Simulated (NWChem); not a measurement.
C3H8Si; SMILES [SiH3]C1CC1

Computed with NWChem. Pople sets run with spherical d functions. Geometry: optimised at PBE0/def2-SVP. B3LYP is NWChem's, with the RPA form of VWN correlation. Level: B3LYP/6-31G* with SMD (1 M gas to 1 M solution), gas-phase geometry. Reactions with the solvent are ignored.

What does the run give for solvent acetone? Quantities: solvation free energy (kcal/mol); cavity-dispersion-structure term (kcal/mol); dipole in solution (D).


```yaml
solvation free energy (kcal/mol): -2.8
cavity-dispersion-structure term (kcal/mol): -1.3
dipole in solution (D): 1.24
```
